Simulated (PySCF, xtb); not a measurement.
**BO2S−: 3 structures ranked**

3 gas-phase structures of BO2S−, found in a search over its isomers (lower ones may exist). Each was relaxed with GFN2-xTB:

A. a singlet given by its coordinates
B. `O=BS[O-]`, a singlet
C. a singlet given by its coordinates

A (Å):

```xyz
4

B    -2.3456   -0.2693    1.0323
O    -3.0196   -1.2045    1.4374
O    -1.3834    0.5928    0.7662
S    -2.6291    1.4384   -0.1861
```

Close contacts (Å): B1–O2 1.22, B1–O3 1.32, B1–S4 2.12, O3–S4 1.78.

C (Å):

```xyz
4

B     0.1928   -0.6061    0.3321
O    -0.8280   -1.2464    0.5118
O     1.3458   -0.0889    0.2047
S     1.8927    1.4893   -0.3473
```

Close contacts (Å): B1–O2 1.22, B1–O3 1.27, O3–S4 1.76.

Q: Make a reasoned guess at their ranking by r2SCAN-D4/def2-SVPD single-point energy.

A: Calculated order at r2SCAN-D4/def2-SVPD: A (0.0), C (5.0), B (94.9) kJ/mol.

Energies above the lowest of each column, in kJ/mol; the last columns are at PBE0-D3(BJ)/def2-SVPD geometries and were run for some of them only (a dash: not run or not comparable):

| structure | GFN2-xTB | HF/STO-3G | r2SCAN-D4/def2-SVPD | PBE0-D3(BJ)/def2-SVPD | CCSD(T)/def2-SVPD + ΔMP2/def2-TZVPPD |
| --- | --- | --- | --- | --- | --- |
| A | 8.3 | 0.0 | 0.0 | 0.6 | 2.7 |
| C | 0.0 | 11.2 | 5.0 | 0.0 | 0.0 |
| B | 130.7 | 256.3 | 94.9 | – | – |

CCSD(T)/def2-SVPD + ΔMP2/def2-TZVPPD has A and C within 1 kcal/mol of each other at the bottom, and every level picks one of them. CCSD(T)/def2-SVPD + ΔMP2/def2-TZVPPD orders those it was run on as C (0.0), A (2.7) kJ/mol. Less than 1 kcal/mol parts C and A, so the order within that pair means little. Flexible structures stand in one conformer each, not always the lowest. A keeps a small imaginary mode. Frequencies (GFN2-xTB) were run for A, C alone. ΔMP2 is the change of the MP2 energy from the smaller to the larger basis.

Programs: PySCF 2.14.0, xtb 6.7.1.
